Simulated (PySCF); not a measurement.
Br3Sb. Atoms are numbered in the order given.

```xyz
4

Sb     0.0000     0.0000     0.8178
Br    -1.9354     1.1174    -0.3972
Br     0.0000    -2.2349    -0.3972
Br     1.9354     1.1174    -0.3972
```
Charge 0, spin multiplicity 1.

Coordinates come from a B3LYP-D3(BJ)/def2-SVP optimisation. The isomer is the one that the SMILES or the coordinates give; other isomers of the formula were not compared. The def2 effective core potentials stand for the cores of Sb; spin–orbit coupling is left out.

Level of theory: PySCF with r2SCAN/def2-TZVP.

- total energy: -7962.91222 hartree
- point group: C3v
- highest occupied level: -7.43 eV
- lowest empty level: -3.09 eV
- orbital gap: 4.34 eV
- dipole moment: 0.483 e·Å
- quadrupole, principal values (traceless, Buckingham form, about the centre of nuclear charge): -2.71, -2.71, 5.42 D·Å
- mean static polarisability: 103.1 bohr³ (15.27 Å³)
- polarisability, principal values: 79.1, 115.0, 115.0 bohr³
